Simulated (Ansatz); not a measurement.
Stepwise reaction of `O[Si](O)(O)[O][Sn]([Cl])([Cl])[O][Si](O)(O)O` with hydrogen chloride, as a gas-phase model of exchange steps in deposition or etching. ΔE in kJ/mol.

Isolated molecules relaxed with PBE0-D4/def2-TZVP in Ansatz; ΔE leaves out vibrations. CCSD(T)/CBS adds triple-zeta CCSD(T) − MP2 to the extrapolated MP2 energy (def2 sets, frozen cores). This one scheme is used for every species. Functionals use def2-TZVPP. B3LYP here is the variant with VWN-RPA as its local correlation; programs differ in this. Elements past krypton have def2 core potentials. For Sn outer-core shells are correlated without core-valence functions, which leaves a few kJ/mol of doubt a bond. Each species was taken in one conformer, which may not be the lowest.

```csv
step,reaction,PBE-D4,B3LYP-D4,ωB97M-V,CCSD(T)/CBS
1,`O[Si](O)(O)[O][Sn]([Cl])([Cl])[O][Si](O)(O)O` + HCl → `O[Si](O)(O)[O][Sn]([Cl])([Cl])[Cl]` + `O[Si](O)(O)O`,-28.1,-26.0,-28.2,-27.3
```

**Question.** Give the row of step 2, `O[Si](O)(O)[O][Sn]([Cl])([Cl])[Cl]` + HCl → `[Cl][Sn]([Cl])([Cl])[Cl]` + `O[Si](O)(O)O`. (Estimate.)

**Answer.** Computed: 
```tsv
step	reaction	PBE-D4	B3LYP-D4	ωB97M-V	CCSD(T)/CBS
2	`O[Si](O)(O)[O][Sn]([Cl])([Cl])[Cl]` + HCl → `[Cl][Sn]([Cl])([Cl])[Cl]` + `O[Si](O)(O)O`	-44.3	-40.2	-40.1	-35.2
```

**Question.** By hand: ΔE of the 2 steps together at CCSD(T)/CBS.

**Answer.** (-27.3) + (-35.2) = -62.5 kJ/mol, or -31.2 kJ/mol a step.

In ΔE each step is lower than the one before. All are downhill at CCSD(T)/CBS. PBE-D4 differs from CCSD(T)/CBS by -9.1 to -0.8 kJ/mol a step. Isolated molecules leave out the surface, adducts and barriers. Largest T1 diagnostic: 0.013.
